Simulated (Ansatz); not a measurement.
Two structures, one formula

The two ends of one reaction step of TiH2SeF4, singlet (PBE0-D4/def2-TZVP).

A:

```
8
angstrom
Ti -0.9338 -0.0927 -0.6391
F -0.6520 -1.4783 0.3977
F 0.1943 0.0915 -1.9691
F -1.4169 1.3768 0.1869
F -2.4013 -0.5457 -1.4658
H 1.2082 0.3822 2.1186
Se 1.6623 0.7775 0.7799
H 2.3393 -0.5111 0.5911
```

B:

```xyz
8
angstrom
Ti -0.4298 0.3242 -0.6372
F -0.9283 -0.6505 1.5994
F -0.0028 0.9851 -2.1864
F -1.6284 1.4280 -0.0350
F -0.8876 -1.3045 -1.0460
H -0.0186 -0.5681 1.8304
Se 1.7139 0.4891 0.6009
H 2.1815 -0.7033 -0.1262
```

Program: Ansatz 0.2.0. Basis: def2-TZVPP. Cores are frozen in the correlated methods. Filled d shells of the heavier atoms are correlated. The def2 sets are not built for correlating such inner shells, so the correlated values are less sure here. B3LYP uses VWN-RPA correlation.

(1) Which structure is lower at CCSD(T), and by how much? (An estimate is asked for; the value comes from the calculation.)

The T1 diagnostic stays at or below 0.022.

Results:

(1) By the calculation: A, by 75.9 kJ/mol (electronic energy, against the other). By their contacts, A is TiH₂SeF₄ ([F][Ti]([F])([F])([F])[SeH2]) and B is TiH₂SeF₄ ([F][Ti]([F])([F])([FH])[SeH]).

All methods give the same order:

| method | E(B) − E(A) (kJ/mol) |
| --- | --- |
| SPW92 | 62.5 |
| PBE-D4 | 69.5 |
| BLYP-D4 | 77.7 |
| r2SCAN-D4 | 74.3 |
| B97M-V | 83.1 |
| PBE0-D4 | 71.0 |
| B3LYP-D4 | 78.1 |
| r2SCAN0-D4 | 73.6 |
| BHLYP-D4 | 82.4 |
| CAM-B3LYP-D4 | 84.8 |
| wB97X-V | 85.4 |
| wB97M-V | 78.6 |
| B2PLYP | 74.4 |
| PBE-QIDH | 70.5 |
| RPA on PBE | 77.0 |
| HF | 98.6 |
| MP2 | 67.9 |
| CCSD | 83.1 |
| CCSD(T) | 75.9 |

Labels in which every atom is bracketed show which atoms are joined, not bond orders.

For scale, one of the runs: CCSD(T)/def2-TZVPP, 264 basis functions, launched by `ansatz run in.yaml --threads 4 --pin off --events-out ev --progress --plain --max-ram 66560MiB --backend cuda --devices 0, --max-vram 37GiB`. The run took 8 s on 4 CPU threads of an AMD EPYC 7R13 and a share of one NVIDIA H100 (shared host), with 0.85 GiB of host memory at its peak.
